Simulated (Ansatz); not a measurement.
Mg(iPr)(NH2) (C3H9MgN), SMILES C[CH](C)[Mg][NH2]. Atoms are numbered in the order given.

```xyz
14

Mg    -0.1761     0.8366     0.6951
C     -0.5070    -0.4281    -0.9802
C     -1.4561    -1.5925    -0.6572
C      0.8036    -0.9476    -1.5912
H     -1.0028     0.2051    -1.7417
H     -1.6447    -2.2288    -1.5462
H     -1.0420    -2.2623     0.1182
H     -2.4415    -1.2504    -0.2959
H      1.4747    -0.1328    -1.9140
H      0.6194    -1.5823    -2.4822
H      1.3732    -1.5729    -0.8801
N      0.1192     1.9688     2.1923
H      0.9104     2.5939     2.3362
H     -0.4805     2.0669     3.0097
```
Charge 0, spin multiplicity 1.

Geometry: B3LYP-D3(BJ)/def2-SVP. The structure was generated by enumeration; whether it is a known compound was not checked. One conformer was computed; it need not be the lowest.

Two levels are set side by side: PBE-D3(BJ)/def2-SVP (Ansatz, a program for electronic structure) and B3LYP-D3(BJ)/def2-SVP (Ansatz). Each level has its own optimised geometry; the coordinates shown are those of the second. Differences are taken from unrounded values.

| quantity | B3LYP-D3(BJ) | PBE-D3(BJ) | PBE-D3(BJ) minus B3LYP-D3(BJ) |
|---|---|---|---|
| mean bond length (Å) | 1.298 | 1.305 | 0.007 |
| bond Mg1–C2 (Å) | 2.125 | 2.136 | 0.011 |
| bond Mg1–N12 (Å) | 1.900 | 1.910 | 0.010 |
| bond C2–C3 (Å) | 1.537 | 1.537 | 0.000 |
| bond C2–C4 (Å) | 1.536 | 1.537 | 0.000 |
| bond C2–H5 (Å) | 1.108 | 1.115 | 0.008 |
| bond C3–H6 (Å) | 1.109 | 1.118 | 0.008 |
| bond C3–H7 (Å) | 1.105 | 1.113 | 0.007 |
| bond C3–H8 (Å) | 1.104 | 1.111 | 0.007 |
| bond C4–H9 (Å) | 1.104 | 1.111 | 0.007 |
| bond C4–H10 (Å) | 1.109 | 1.118 | 0.008 |
| bond C4–H11 (Å) | 1.105 | 1.113 | 0.007 |
| bond N12–H13 (Å) | 1.019 | 1.025 | 0.007 |
| bond N12–H14 (Å) | 1.019 | 1.025 | 0.007 |

GGA bonds tend to be longer and softer than those of functionals with exact exchange. Differences between two approximate levels are no errors against the true value.
